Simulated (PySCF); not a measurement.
THF cation (C4H8O), SMILES C1CCOC1 (connectivity only; charge and spin as stated), charge +1, multiplicity 2.

Geometry: PBE0-D3(BJ)/def2-SVP. The spin state was assumed, not searched. One conformer was computed; it need not be the lowest.

Level of theory: PySCF with TDA-B3LYP/def2-SVPD.

Vertical excitations. Gas-phase values at a fixed geometry.

```json
[
 {"state": "root 1", "energy (eV)": "2.08", "λ (nm)": "597", "f": "0.020", "main pairs": "β HOMO→LUMO 99 %"},
 {"state": "root 2", "energy (eV)": "2.31", "λ (nm)": "536", "f": "0.001", "main pairs": "β HOMO−3→LUMO 50 %, β HOMO−1→LUMO 48 %"},
 {"state": "root 3", "energy (eV)": "2.90", "λ (nm)": "428", "f": "0.001", "main pairs": "β HOMO−1→LUMO 52 %, β HOMO−3→LUMO 47 %"},
 {"state": "root 4", "energy (eV)": "2.96", "λ (nm)": "419", "f": "0.001", "main pairs": "β HOMO−2→LUMO 99 %"},
 {"state": "root 5", "energy (eV)": "4.39", "λ (nm)": "283", "f": "0.017", "main pairs": "β HOMO−4→LUMO 92 %"},
 {"state": "root 6", "energy (eV)": "5.09", "λ (nm)": "244", "f": "0.138", "main pairs": "β HOMO−5→LUMO 97 %"},
 {"state": "root 7", "energy (eV)": "5.27", "λ (nm)": "235", "f": "0.007", "main pairs": "β HOMO−6→LUMO 89 %"},
 {"state": "root 8", "energy (eV)": "6.86", "λ (nm)": "181", "f": "0.001", "main pairs": "β HOMO−8→LUMO 97 %"},
 {"state": "root 9", "energy (eV)": "7.19", "λ (nm)": "172", "f": "0.001", "main pairs": "β HOMO−7→LUMO 94 %"},
 {"state": "root 10", "energy (eV)": "9.08", "λ (nm)": "137", "f": "0.012", "main pairs": "α HOMO−1→LUMO 13 %, β HOMO−9→LUMO 81 %"}
]
```
Unrestricted roots are not spin-pure.
